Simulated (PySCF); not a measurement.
PySCF input file for C₂H₇O, SMILES C[OH+]C, charge +1, B3LYP-D3(BJ)/def2-TZVP. Geometry optimised at B3LYP-D3(BJ)/def2-TZVP. The isomer is the one that the SMILES or the coordinates give; other isomers of the formula were not compared.

```python
import numpy as np
from pyscf import gto, scf, dft
from pyscf.hessian import thermo

mol = gto.M(
    atom='''
    C     0.02332620   -0.25004701    1.27347920
    O    -0.11653203    0.51484774   -0.00000000
    C     0.02332620   -0.25004701   -1.27347920
    H     1.01326620   -0.69789638    1.30483090
    H    -0.76726293   -0.99220296    1.24985742
    H    -0.13585046    0.47152667    2.06832596
    H     0.43203626    1.31892753   -0.00000000
    H    -0.13585046    0.47152667   -2.06832595
    H    -0.76726293   -0.99220296   -1.24985742
    H     1.01326620   -0.69789638   -1.30483090
    ''',
    basis='def2-TZVP',
    charge=1,
    spin=0,
    max_memory=1600,
    verbose=3,
)
mf = dft.RKS(mol, xc='b3lyp').density_fit(auxbasis='def2-universal-jkfit')
mf.disp = 'd3bj'
mf.grids.level = 3
mf.conv_tol = 1e-11
mf.max_cycle = 100
mf.kernel()

# [left out here: the lines that compute and print the analytic Hessian (its translational invariance restored by hand, since the grid's response is missing), thermochemistry and intensities]
```

Log of the run:

```
converged SCF energy = -155.413646949489

WARN: DFTD3 does not support analytical Hessian, using finite difference


WARN: Mole.unit (angstrom) is changed to Bohr

Mode                                 0                   1                   2
Irrep
Freq [cm^-1]                      148.0170            203.2100            336.8445
Reduced mass [au]                   1.0290              1.2673              2.5040
Force const [Dyne/A]                0.0133              0.0308              0.1674
Char temp [K]                     212.9635            292.3739            484.6442
Normal mode                   x     y     z       x     y     z       x     y     z
       0   C                -0.03 -0.01 -0.00    0.05 -0.00 -0.02    0.00 -0.05 -0.12
       1   O                -0.00  0.00 -0.00   -0.10  0.00 -0.00   -0.02  0.12 -0.00
       2   C                 0.03  0.01 -0.00    0.05 -0.00  0.02    0.00 -0.05  0.12
       3   H                -0.17 -0.34 -0.16   -0.03 -0.21 -0.26    0.02 -0.03 -0.20
       4   H                -0.29  0.26  0.17   -0.11  0.17  0.20    0.04 -0.08 -0.26
       5   H                 0.36  0.07  0.01    0.42  0.04  0.01   -0.02 -0.21  0.02
       6   H                -0.00  0.00  0.01   -0.18  0.06  0.00    0.14  0.02  0.00
       7   H                -0.36 -0.07  0.01    0.42  0.04 -0.01   -0.02 -0.21 -0.02
       8   H                 0.29 -0.26  0.17   -0.12  0.17 -0.20    0.04 -0.08  0.26
       9   H                 0.17  0.34 -0.16   -0.03 -0.21  0.26    0.02 -0.03  0.20
Mode                                 3                   4                   5
Irrep
Freq [cm^-1]                      652.0425            798.2686            908.0010
Reduced mass [au]                   1.3290              2.9073              6.7936
Force const [Dyne/A]                0.3329              1.0915              3.3000
Char temp [K]                     938.1439           1148.5308           1306.4113
Normal mode                   x     y     z       x     y     z       x     y     z
       0   C                 0.02 -0.01  0.06    0.01 -0.06  0.13   -0.01  0.09 -0.11
       1   O                -0.09  0.05 -0.00    0.01  0.11  0.00   -0.00 -0.00  0.17
       2   C                 0.02 -0.01 -0.06    0.01 -0.07 -0.13    0.01 -0.09 -0.11
       3   H                 0.05  0.06 -0.02   -0.00 -0.09  0.05   -0.03  0.03 -0.07
       4   H                 0.07 -0.06  0.12   -0.03 -0.02 -0.05    0.02  0.06 -0.07
       5   H                 0.03  0.02  0.04    0.00 -0.15  0.21    0.01 -0.07  0.04
       6   H                 0.68 -0.46 -0.00   -0.23  0.27  0.00    0.00 -0.00  0.19
       7   H                 0.03  0.02 -0.04    0.00 -0.15 -0.21   -0.01  0.07  0.04
       8   H                 0.07 -0.06 -0.12   -0.03 -0.02  0.05   -0.02 -0.06 -0.07
       9   H                 0.05  0.06  0.02   -0.00 -0.09 -0.05    0.03 -0.03 -0.07
Mode                                 6                   7                   8
Irrep
Freq [cm^-1]                     1089.7952           1144.8397           1199.0585
Reduced mass [au]                   1.1051              1.1997              1.3173
Force const [Dyne/A]                0.7733              0.9264              1.1159
Char temp [K]                    1567.9727           1647.1694           1725.1783
Normal mode                   x     y     z       x     y     z       x     y     z
       0   C                -0.03 -0.04 -0.03    0.07 -0.03 -0.03   -0.08  0.02  0.01
       1   O                -0.00 -0.00  0.00    0.00 -0.00  0.03    0.07 -0.02 -0.00
       2   C                 0.03  0.04 -0.03   -0.07  0.03 -0.03   -0.08  0.02 -0.01
       3   H                 0.07  0.18 -0.01   -0.01 -0.19  0.44    0.03  0.23 -0.37
       4   H                 0.06 -0.15  0.42   -0.13  0.18 -0.04    0.14 -0.23  0.18
       5   H                 0.08  0.22 -0.24   -0.16  0.17 -0.27    0.19 -0.09  0.16
       6   H                 0.00 -0.00  0.45   -0.00  0.00 -0.01   -0.02  0.04  0.00
       7   H                -0.08 -0.22 -0.24    0.16 -0.17 -0.27    0.19 -0.09 -0.16
       8   H                -0.06  0.15  0.42    0.13 -0.18 -0.04    0.14 -0.23 -0.18
       9   H                -0.07 -0.18 -0.01    0.01  0.19  0.44    0.03  0.23  0.37
Mode                                 9                  10                  11
Irrep
Freq [cm^-1]                     1265.5283           1428.2864           1460.9440
Reduced mass [au]                   1.4460              1.2166              1.1074
Force const [Dyne/A]                1.3645              1.4623              1.3926
Char temp [K]                    1820.8134           2054.9861           2101.9732
Normal mode                   x     y     z       x     y     z       x     y     z
       0   C                 0.02  0.09  0.03   -0.04 -0.04 -0.02    0.00 -0.02  0.05
       1   O                -0.02 -0.08  0.00    0.00  0.00  0.07    0.00  0.00  0.04
       2   C                 0.02  0.09 -0.03    0.04  0.04 -0.02   -0.00  0.02  0.05
       3   H                -0.08 -0.15 -0.14    0.07  0.22  0.07    0.06  0.10 -0.35
       4   H                 0.04  0.08 -0.34   -0.05 -0.04  0.05   -0.07  0.08 -0.35
       5   H                -0.04 -0.23  0.31    0.19  0.07 -0.08   -0.05  0.31 -0.27
       6   H                 0.06 -0.14 -0.00   -0.00  0.00 -0.76    0.00  0.00  0.10
       7   H                -0.04 -0.23 -0.31   -0.19 -0.07 -0.08    0.05 -0.31 -0.27
       8   H                 0.04  0.08  0.34    0.05  0.04  0.05    0.07 -0.08 -0.35
       9   H                -0.08 -0.15  0.14   -0.07 -0.22  0.07   -0.06 -0.10 -0.35
Mode                                12                  13                  14
Irrep
Freq [cm^-1]                     1474.6521           1481.5663           1483.9326
Reduced mass [au]                   1.0433              1.0862              1.0387
Force const [Dyne/A]                1.3367              1.4048              1.3477
Char temp [K]                    2121.6960           2131.6440           2135.0486
Normal mode                   x     y     z       x     y     z       x     y     z
       0   C                 0.03 -0.02 -0.01   -0.02 -0.02  0.05    0.00 -0.02 -0.01
       1   O                -0.00 -0.00  0.01   -0.01 -0.01  0.00   -0.00 -0.00 -0.03
       2   C                -0.03  0.02 -0.01   -0.02 -0.02 -0.05   -0.00  0.02 -0.01
       3   H                 0.08  0.12 -0.24    0.00  0.02 -0.10    0.17  0.37  0.18
       4   H                -0.23  0.24  0.30    0.09 -0.11 -0.45   -0.24  0.26 -0.16
       5   H                -0.40 -0.15  0.03    0.25  0.33 -0.22    0.22 -0.12  0.14
       6   H                -0.00 -0.00 -0.15   -0.01 -0.01 -0.00   -0.00 -0.00  0.31
       7   H                 0.40  0.15  0.03    0.25  0.33  0.22   -0.22  0.12  0.14
       8   H                 0.23 -0.24  0.30    0.09 -0.11  0.45    0.24 -0.26 -0.16
       9   H                -0.08 -0.12 -0.24    0.00  0.02  0.10   -0.17 -0.37  0.18
Mode                                15                  16                  17
Irrep
Freq [cm^-1]                     1487.3724           1496.2192           3083.0628
Reduced mass [au]                   1.0707              1.0591              1.0261
Force const [Dyne/A]                1.3955              1.3969              5.7464
Char temp [K]                    2139.9977           2152.7262           4435.8409
Normal mode                   x     y     z       x     y     z       x     y     z
       0   C                -0.03  0.01 -0.04    0.01 -0.04  0.01    0.01 -0.02  0.02
       1   O                -0.02 -0.00 -0.00    0.00 -0.03 -0.00    0.00  0.00  0.00
       2   C                -0.03  0.01  0.04    0.01 -0.04 -0.01   -0.01  0.02  0.02
       3   H                 0.02  0.12  0.45    0.21  0.42 -0.10   -0.43  0.19 -0.01
       4   H                 0.04 -0.05 -0.06   -0.33  0.33 -0.12    0.27  0.24  0.01
       5   H                 0.42 -0.14  0.19    0.01 -0.06  0.04    0.06 -0.25 -0.27
       6   H                 0.02 -0.02  0.00    0.01 -0.04  0.00   -0.00 -0.00  0.00
       7   H                 0.42 -0.14 -0.19    0.01 -0.06 -0.04   -0.06  0.25 -0.27
       8   H                 0.04 -0.05  0.06   -0.33  0.33  0.12   -0.26 -0.24  0.01
       9   H                 0.02  0.12 -0.45    0.21  0.42  0.10    0.43 -0.19 -0.01
Mode                                18                  19                  20
Irrep
Freq [cm^-1]                     3083.4473           3193.5798           3194.3526
Reduced mass [au]                   1.0266              1.1127              1.1125
Force const [Dyne/A]                5.7510              6.6861              6.6884
Char temp [K]                    4436.3941           4594.8503           4595.9622
Normal mode                   x     y     z       x     y     z       x     y     z
       0   C                 0.01 -0.01  0.02    0.06 -0.02 -0.02   -0.06  0.02  0.02
       1   O                 0.00  0.00 -0.00   -0.00 -0.00  0.00   -0.00 -0.00  0.00
       2   C                 0.01 -0.01 -0.02    0.06 -0.02  0.02    0.06 -0.02  0.02
       3   H                -0.43  0.19 -0.01   -0.44  0.20 -0.01    0.44 -0.19  0.00
       4   H                 0.26  0.24  0.01   -0.19 -0.19 -0.01    0.18  0.18  0.01
       5   H                 0.06 -0.25 -0.27   -0.05  0.25  0.27    0.05 -0.26 -0.28
       6   H                -0.00 -0.01 -0.00    0.01  0.01 -0.00    0.00  0.00 -0.00
       7   H                 0.06 -0.25  0.27   -0.05  0.25 -0.27   -0.05  0.26 -0.28
       8   H                 0.26  0.24 -0.01   -0.19 -0.19  0.01   -0.18 -0.18  0.01
       9   H                -0.44  0.19  0.01   -0.44  0.20  0.01   -0.44  0.19  0.00
Mode                                21                  22                  23
Irrep
Freq [cm^-1]                     3206.9850           3208.2409           3685.1076
Reduced mass [au]                   1.1127              1.1133              1.0683
Force const [Dyne/A]                6.7427              6.7512              8.5474
Char temp [K]                    4614.1373           4615.9444           5302.0494
Normal mode                   x     y     z       x     y     z       x     y     z
       0   C                 0.03  0.05  0.03   -0.03 -0.05 -0.03    0.00  0.00 -0.00
       1   O                -0.00 -0.00 -0.00    0.00  0.00 -0.00    0.03  0.05 -0.00
       2   C                -0.03 -0.05  0.03   -0.03 -0.05  0.03    0.00  0.00  0.00
       3   H                -0.05  0.03  0.00    0.03 -0.02 -0.00   -0.00 -0.00  0.00
       4   H                -0.38 -0.35 -0.02    0.38  0.34  0.02   -0.01 -0.01  0.00
       5   H                 0.07 -0.28 -0.30   -0.07  0.29  0.31   -0.00 -0.00 -0.00
       6   H                 0.00  0.00  0.01   -0.01 -0.01  0.00   -0.54 -0.80  0.00
       7   H                -0.07  0.28 -0.30   -0.07  0.29 -0.31   -0.00 -0.00  0.00
       8   H                 0.38  0.35 -0.02    0.38  0.34 -0.02   -0.01 -0.01 -0.00
       9   H                 0.05 -0.03  0.00    0.03 -0.02  0.00   -0.00 -0.00 -0.00
temperature 298.1500 [K]
pressure 101325.00 [Pa]
Rotational constants [GHz] 34.64185 8.73931 7.76456
Symmetry number 1
Zero-point energy (ZPE) 0.09275 [Eh]   243519.937 [J/mol]
                           tot       elec      trans        rot        vib
Entropy [J/mol/K]       280.061      0.000    156.784     93.892     29.386
Cv [J/mol/K]             62.140      0.000     12.472     12.472     37.197
Cp [J/mol/K]             70.454      0.000     20.786     12.472     37.197
Internal energy [J/mol]                      3718.434   3718.434 248661.954
Internal energy [Eh]   -155.31610  -155.41365
Enthalpy [J/mol]                             6197.391   3718.434 248661.954
Enthalpy [Eh]          -155.31516
Gibbs free energy [J/mol]                  -40547.784 -24275.416 239900.647
Gibbs free energy [Eh] -155.34696
mode   freq/cm-1   IR/(km/mol)
   1      148.02         0.071
   2      203.21         0.856
   3      336.84         7.106
   4      652.04       148.762
   5      798.27         5.412
   6      908.00       125.604
   7     1089.80         8.822
   8     1144.84         2.865
   9     1199.06         5.199
  10     1265.53         0.399
  11     1428.29        36.953
  12     1460.94         0.018
  13     1474.65         1.361
  14     1481.57        14.780
  15     1483.93        31.053
  16     1487.37        31.317
  17     1496.22        17.601
  18     3083.06         0.054
  19     3083.45         1.593
  20     3193.58         0.508
  21     3194.35         1.399
  22     3206.98         0.838
  23     3208.24         3.117
  24     3685.11       210.352
max |gradient| / (hartree/bohr): 6.382052668100742e-05
APT charges: [ 0.4224 -0.5782  0.4224  0.0472  0.0741  0.0753  0.3402  0.0753  0.0741
  0.0472]
```

The calculation finished and met its thresholds.
